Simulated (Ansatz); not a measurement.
Calculated with Ansatz (gas phase, PBE0-D4/def2-TZVP geometries, no zero-point term in ΔE). CBS: MP2 limit from def2 TZ/QZ plus the TZ coupled-cluster correction, frozen cores. This one scheme is used for every species, atoms too. Functionals use def2-TZVPP. B3LYP here is the variant with VWN-RPA as its local correlation; programs differ in this. Open shells (•) are unrestricted, without spin–orbit coupling. Spin–orbit coupling would lower the free atoms: a little for C; clearly for Se. For Se outer-core shells are correlated without core-valence functions, so the limit isn't a true one: a few kJ/mol of doubt a bond, and 10 to 20 or more in all where bonds break to atoms. Scalar relativity is left out up to krypton.

`C1=C[Se]CC1` → 4 C• + 6 H• + Se•  (atomization)

```csv
level,ΔE (kJ/mol),difference from CCSD(T)/CBS
PBE-D4,4611.6,134.0
r2SCAN-D4,4498.5,20.9
PBE0-D4,4532.5,54.9
B3LYP-D4,4472.4,-5.2
ωB97X-V,4480.1,2.5
ωB97M-V,4478.2,0.6
B2PLYP,4430.5,-47.1
PBE,4584.5,106.9
r2SCAN,4492.1,14.5
PBE0,4509.9,32.3
B3LYP,4428.5,-49.1
HF/def2-TZVPP,3263.5,-1214.1
MP2/def2-TZVPP,4457.0,-20.6
SCS-MP2/def2-TZVPP,4414.4,-63.2
CCSD/def2-TZVPP,4293.7,-183.9
CCSD(T)/def2-TZVPP,4372.0,-105.6
HF/def2-QZVPP,3266.2,-1211.4
MP2/def2-QZVPP,4518.5,40.9
SCS-MP2/def2-QZVPP,4483.5,5.9
HF/CBS(def2),3266.7,-1210.9
MP2/CBS(def2),4562.6,85.0
CCSD/CBS(def2),4399.3,-78.3
CCSD(T)/CBS,4477.6,0
```

Largest T1 diagnostic among the species: 0.011.

In def2-TZVPP, CCSD(T) changes the Hartree–Fock value by +1108.4 kJ/mol (the triples alone add +78.3 kJ/mol) and MP2 by +1193.5 kJ/mol; breaking electron pairs costs correlation energy, which Hartree–Fock lacks. From PBE to PBE0 (25 % exact exchange), in def2-TZVPP and without D4, ΔE moves by −74.6 kJ/mol: exact exchange takes away binding that semilocal exchange gives to molecules. The D4 term adds +44.0 kJ/mol with B3LYP and +22.6 kJ/mol with PBE0; it sums over pairs of atoms, weighted by their polarisabilities, and B3LYP, whose exchange is more repulsive, gets the larger term.

For atomizations the MP2-based limit and the directly extrapolated one differ by several kJ/mol either way, and by 10 to 25 for some Ge, Se and Sn compounds, so smaller differences from it don't rank the levels.
